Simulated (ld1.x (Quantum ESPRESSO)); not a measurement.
The numbers below are computed, except where a source is named.
**Pseudopotentials across the periodic table**

Generated with ld1.x 7.5 (TM, RRKJ, ultrasoft, PAW), atompaw 4.2 or ONCVPSP 4.0.1. The cutoff is in Ry: for ld1.x and atompaw files where the sum of valence levels is converged to 10 mRy in a Bessel basis, for ONCV files where the hardest occupied wave has 1 mHa per electron of residual kinetic energy. The error is the largest all-electron minus pseudo excitation energy over each file’s own four to seven test configurations (ionisations up to +4, promotions, holes and added fractions of an electron), all of which were solved. The labels leave out finer settings (local radius, basis sizes, second energies), which also bear on the numbers. Spin-polarised tests are not counted. The rows are a selection from randomly drawn settings: files with unsolved tests, undetermined cutoffs or missed reference levels are left out.

A true bound ghost makes a file unfit for plane-wave use even where its test errors are small: the radial tests pick states by their node count and pass the ghost by.

| element | potential | cutoff (Ry) | largest error (meV) | bound ghosts |
| --- | --- | --- | --- | --- |
| He | TM, PW91, scalar-relativistic, rc 0.35 (s), local smoothed, core correction no, reference 1s0.5 | 180 | +10 | none |
| O | TM, PBE, scalar-relativistic, rc 0.80/1.00/1.05 (spd), local p, core correction yes, reference 2s2 2p4 | 120 | +577 | none |
| P | TM semilocal, PBE, scalar-relativistic, rc 1.35/1.95/1.75 (spd), local d, core correction yes, reference 3s2 3p2 | 35 | +120 | none |
| Ti | ultrasoft, Wu–Cohen, scalar-relativistic, rc 2.60/2.25/2.20/2.45 (spdf), local smoothed, core correction yes, reference 3d1 4s0 4p0 | 18 | -957 | p |
| V | TM, PBEsol, scalar-relativistic, rc 1.90/3.15/1.00 (spd), local s, core correction no, reference 3d3 4s0.5 4p0 | 160 | -254 | none |
| As | ultrasoft, PBE, scalar-relativistic, rc 1.85/2.10/2.25 (spd), local smoothed, core correction yes, reference 4s2 4p3 | 10 | -123 | none |
| As | ultrasoft, PBE, scalar-relativistic, rc 1.70/1.65/1.50 (spd), local smoothed, core correction yes, reference 4s2 4p2 | 10 | -111 | d |
| Os | PAW, PBE, scalar-relativistic, rc 2.75/3.45/1.40/3.55 (spdf), local smoothed, core correction yes, reference 5d6 6s1.5 6p0.5 | 50 | -126 | none |

Problem. Fill in the row for Ga: RRKJ, revPBE, scalar-relativistic, rc 1.70/2.65/1.00 (spd), local s, core correction yes, reference 3d10 4s2 4p1.

Solution. cutoff 180 Ry, largest error -714 meV, bound ghosts: none.
